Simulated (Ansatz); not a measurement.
A nudged elastic band was laid between two geometries of C$_{4}$H$_{12}$OSi (18 atoms, charge 0, multiplicity 1).

Theory: RKS PBE/STO-3G in Ansatz.

```yaml
movable_images: 5
climbing_image: yes
spring: 0.5 eV/Å²
optimiser: quadratic models (default)
start_path: IDPP
force_threshold: 0.03 eV/Å
iteration_limit: 54
end_points: relaxed
```

Initial state:

```xyz
18
Properties=species:S:1:pos:R:3
C 0.707 -1.107 1.734
O 0.931 0.201 1.093
C 0.123 0.304 -0.163
C 0.641 -0.688 -1.276
C 0.421 1.775 -0.629
Si -1.788 0.093 0.068
H -0.362 -1.276 2.021
H 1.033 -1.977 1.111
H 1.319 -1.098 2.662
H 0.151 -0.459 -2.242
H 0.420 -1.742 -1.023
H 1.735 -0.580 -1.407
H 1.510 1.912 -0.775
H -0.092 1.996 -1.584
H 0.081 2.503 0.132
H -2.171 -1.307 0.175
H -2.243 0.803 1.254
H -2.452 0.657 -1.098
```

Final state:

```xyz
18
Properties=species:S:1:pos:R:3
C 0.985 -0.926 1.703
O 0.996 0.362 0.989
C 0.071 0.307 -0.186
C 0.599 -0.678 -1.302
C 0.152 1.776 -0.741
Si -1.773 -0.106 0.235
H -0.026 -1.200 2.097
H 1.355 -1.785 1.090
H 1.672 -0.799 2.568
H 1.655 -0.452 -1.544
H -0.002 -0.559 -2.224
H 0.530 -1.734 -0.983
H 1.199 2.026 -0.998
H -0.469 1.887 -1.650
H -0.200 2.500 0.018
H -1.979 -1.532 0.439
H -2.201 0.612 1.427
H -2.601 0.314 -0.886
```

**Question.** What changes between the two ends?

**Answer.** No bond is made or broken. The dihedral Si6–C3–C4–H12 goes from -179 to -59°. The two ends are copies of one structure, up to a mirror image or an exchange of like atoms.

**Question.** Give the energies along the band, and the barrier.

**Answer.** The run converged. The highest image is number 3 of 0 to 6, 2.7 kcal/mol above the ends, which have the same energy within 2 meV. Another band between the same ends (5 images) ends at a top of the same energy, where a vibrational analysis finds 1 clearly imaginary mode. Limits of this set-up: minimal basis.

```json
{"image": "0", "path coordinate (Å)": "0.00", "energy (kcal/mol)": "0.0", "dihedral Si6–C3–C4–H12 (°)": "-179"}
{"image": "1", "path coordinate (Å)": "0.61", "energy (kcal/mol)": "0.6", "dihedral Si6–C3–C4–H12 (°)": "-160"}
{"image": "2", "path coordinate (Å)": "1.22", "energy (kcal/mol)": "2.0", "dihedral Si6–C3–C4–H12 (°)": "-140"}
{"image": "3", "path coordinate (Å)": "1.83", "energy (kcal/mol)": "2.7", "dihedral Si6–C3–C4–H12 (°)": "-120"}
{"image": "4", "path coordinate (Å)": "2.47", "energy (kcal/mol)": "1.9", "dihedral Si6–C3–C4–H12 (°)": "-99"}
{"image": "5", "path coordinate (Å)": "3.11", "energy (kcal/mol)": "0.5", "dihedral Si6–C3–C4–H12 (°)": "-77"}
{"image": "6", "path coordinate (Å)": "3.76", "energy (kcal/mol)": "0.0", "dihedral Si6–C3–C4–H12 (°)": "-59"}
```

**Question.** What is the geometry of the highest image?

**Answer.** 
```xyz
18
Properties=species:S:1:pos:R:3
C 0.935 -0.931 1.716
O 1.025 0.333 0.965
C 0.085 0.302 -0.200
C 0.620 -0.675 -1.340
C 0.156 1.785 -0.718
Si -1.755 -0.108 0.235
H -0.068 -1.086 2.188
H 1.164 -1.839 1.103
H 1.693 -0.860 2.527
H 0.957 -0.098 -2.221
H -0.149 -1.396 -1.675
H 1.487 -1.252 -0.968
H 1.204 2.054 -0.953
H -0.452 1.907 -1.634
H -0.217 2.490 0.050
H -1.959 -1.534 0.440
H -2.183 0.612 1.425
H -2.581 0.309 -0.888
```

Run time: 2.7 min on 1 thread of Intel(R) Xeon(R) Processor @ 2.70GHz, with other jobs on the host, peak memory 0.12 GiB.
